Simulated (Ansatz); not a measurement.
Gas-phase electronic energies from Ansatz, PBE0-D4/def2-TZVP geometries. CCSD(T)/CBS adds triple-zeta CCSD(T) − MP2 to the extrapolated MP2 energy (def2 sets, frozen cores). Functionals use def2-TZVPP. B3LYP here is the variant with VWN-RPA as its local correlation; programs differ in this. Each species was taken in one conformer, which may not be the lowest.

Consider the isomerisation: `O[SiH2][SiH](S)Cl` → `[SiH3]O[SiH](S)Cl`.

`O[SiH2][SiH](S)Cl`:

```xyz
10

O     1.893    0.606    0.028
Si    0.703    0.109    1.062
Si   -1.238   -0.159   -0.221
S    -1.000   -1.714   -1.652
Cl   -1.484    1.697   -1.126
H     1.728    1.420   -0.454
H     0.453    1.096    2.150
H     1.167   -1.174    1.641
H    -2.507   -0.472    0.479
H     0.285   -1.411   -1.909
```

`[SiH3]O[SiH](S)Cl`:

Z-matrix (Å, degrees):
```
Si
O 1 1.645
H 1 1.486 2 109.9
H 1 1.483 2 109.4 3 -120.3
H 1 1.481 2 107.9 3 119.9
Si 2 1.617 1 144.8 3 28.8
Cl 6 2.052 2 107.9 1 60.1
S 6 2.121 2 113.2 1 -61.8
H 6 1.472 2 109.0 1 179.0
H 8 1.345 6 93.8 2 73.0
```

```tsv
level	ΔE (kJ/mol)
B3LYP-D4	-123.8
MP2/def2-QZVPP	-133.7
```

Task: What does CCSD(T)/CBS give? (An estimate is asked.)

Result: Ansatz gave: -126.3 kJ/mol. The listed levels differ from it by 2.5, -7.4 kJ/mol.

Largest T1 diagnostic among the species: 0.012.

In def2-TZVPP, CCSD(T) changes the Hartree–Fock value by +24.9 kJ/mol (the triples alone add +3.8 kJ/mol) and MP2 by +19.3 kJ/mol. From PBE to PBE0 (25 % exact exchange), in def2-TZVPP and without D4, ΔE moves by −10.7 kJ/mol.
